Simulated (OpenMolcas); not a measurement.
**N IV: effect of the IPEA shift**

```
Program             : OpenMolcas 26.06
Basis               : ANO-RCC-VTZP [4s3p2d1f]
Scalar Hamiltonian  : DKH2, point nucleus
Active space        : 2 electrons in 8 orbitals (2s 2p 3s 3p)
State averaging     : 2S+1 = 3 even, 3 roots; 2S+1 = 1 even, 7 roots; 2S+1 = 3 odd, 3 roots; 2S+1 = 1 odd, 3 roots
Spin-orbit coupling : RASSI with atomic mean-field integrals over the reference wave functions, term energies averaged over their components
```

Methods on the same reference wave functions:
A. CASSCF
B. MS-CASPT2, IPEA 0 Eh, imaginary shift 0.1 Eh (closed shells correlated: 1s)
C. MS-CASPT2, IPEA 0.25 Eh, imaginary shift 0.1 Eh (closed shells correlated: 1s)

Energies in cm⁻¹ above 2s² ¹S₀, the measured ground level; measured values from Moore, Selected Tables of Atomic Spectra, NSRDS-NBS 3, section 4.

```
     Level       A       B       C  Measured
   2s² ¹S₀     0.0     0.0     0.0       0.0
2s 2p ³P°₀   67982   67202   67216     67209
2s 2p ³P°₁   68052   67272   67286     67272
2s 2p ³P°₂   68192   67412   67426     67416
2s 2p ¹P°₁  141271  132694  132801    130694
   2p² ³P₀  177310  175842  175861    175535
   2p² ³P₁  177379  175911  175930    175608
   2p² ³P₂  177516  176048  176067    175733
   2p² ¹D₂  198526  190278  190391    188882
   2p² ¹S₀  244597  237171  237208    235369
```

Deviations, from unrounded energies. A percentage is the sum of absolute deviations over the sum of measured energies, with the sign that they share, or ± where signs differ.

| Against measurement | Levels | A | B | C |
| --- | --- | --- | --- | --- |
| mean absolute deviation (cm-1) | 9 | 4100 | 680 | 720 |
| other configurations (%) | 9 | +2.9 | ±0.5 | +0.5 |

B, C lie about equally close to measurement and A furthest from it. The largest miss of B in the table is 2s 2p ¹P°₁, by +2000 cm-1. The ranking rests on the paired levels alone, and a cruder setting can come out closer through cancelling errors.

Between B and C the level of the table that moves most is 2p² ¹D₂, by 110 cm-1 (lowest in B, highest in C).

The lowest spin-free term lies below A's lowest term by 0.007 hartree in B, 0.007 hartree in C.

Active for correlation alone: 3p 3s; no level in the range computed is led by a configuration that fills them, so any true level of that kind is missing. Measured partners are found by configuration, term and J. A level has none where our copy of the source lacks it or the pairing is in doubt (some pairs that miss far off the trend of their configuration count as doubtful), and it then counts in no deviation. Only configurations of the active space appear.

° marks odd parity.
